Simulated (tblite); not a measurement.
Species: C6H6O2Si.
Cartesian coordinates in Å at the GFN2-xTB level; atoms count from 1:
```
atom  x, y, z in Å
C1     2.3865    1.5299    0.3288
C2     1.4090    0.9568   -0.0591
C3     0.2384    0.2480   -0.5105
Si4    0.6251   -1.6216   -0.7936
C5    -0.9206    0.3850    0.4606
C6    -0.7248    0.7036    1.7126
O7    -0.5626    0.9828    2.8242
C8    -2.2486    0.1373   -0.0742
O9    -2.4574   -0.1749   -1.2216
H10    3.2411    2.0438    0.6538
H11   -0.0976    0.6799   -1.4590
H12    1.7354   -1.6808   -1.7421
H13   -0.5738   -2.2756   -1.3005
H14    1.0154   -2.1700    0.5076
H15   -3.0699    0.2638    0.6511
```

Method: GFN2-xTB as coded in tblite; computed harmonic values from a numerical Hessian at the method's own geometry, unscaled. Against measured fundamentals such values can be off by several per cent, at times by over 20. Modes of hydrogen on silicon can be 10 to 20 % off. One conformer, not necessarily the lowest.

Harmonic wavenumbers (cm⁻¹): 29.1, 83.2, 104.2, 113.9, 125.1, 148.1, 185.3, 227.3, 347.9, 379.4, 406.6, 463.9, 518.6, 546.7, 565.7, 610.4, 617.5, 666.4, 714.5, 759.3, 772.5, 781.5, 855.8, 896.2, 1041.4, 1116.3, 1174.3, 1228.7, 1344.8, 1421.9, 1712.1, 2247.0, 2265.1, 2281.9, 2292.4, 2336.6, 2798.6, 2925.1, 3398.0.

A = 1411, B = 1314, C = 843.1 MHz; mass 138.014 u (most abundant isotopes); point group C1, symmetry number 1.

Question: Zero-point energy?

Answer: ½Σν̃ = 20252 cm⁻¹ = 57.90 kcal/mol.

Question: Give the ideal-gas entropy at 273.15 K and 1 bar in the rigid-rotor, harmonic-oscillator model (classical rotation).

Answer: Translation 40.27, rotation 29.45, vibration 31.74: S = 101.5 cal/(mol K).

Question: And Cp and H(273.15 K) − H(0)?

Answer: Cp = 38.62 cal/(mol K), of which vibrations give 30.67 (their classical limit is 39 R = 77.5); H(273.15 K) − H(0) = 6.63 kcal/mol without the zero-point energy, 4.46 from vibrations.

Question: Which modes carry the vibrational entropy at 273.15 K?

Answer: 29.1 cm⁻¹: 5.72; 83.2 cm⁻¹: 3.64; 104.2 cm⁻¹: 3.20; 113.9 cm⁻¹: 3.03; 125.1 cm⁻¹: 2.85; 148.1 cm⁻¹: 2.53 cal/(mol K); the other 33 give 10.76 together.

Question: How do the functions run with temperature in this model?

Answer: 
```tsv
T (K)	S (cal/(mol K))	Cp (cal/(mol K))	H − H(0) (kcal/mol)	G − H(0) (kcal/mol)	ln q(vib)
150	82.3	26.3	2.62	-9.73	3.94
250	98.1	36.5	5.76	-18.77	7.05
298.15	104.9	40.8	7.63	-23.66	8.50
400	118.0	48.2	12.17	-35.03	11.46
600	139.6	58.2	22.89	-60.86	16.81
900	165.1	67.6	41.89	-106.74	23.83
```

q(vib) and H(0) count from the zero-point level.

Hindered rotation and anharmonicity are outside this model. Other conformers, if any are populated, would add a mixing term that is left out. The structure is chiral; the term R ln 2 for an equal mix with its mirror image is left out.
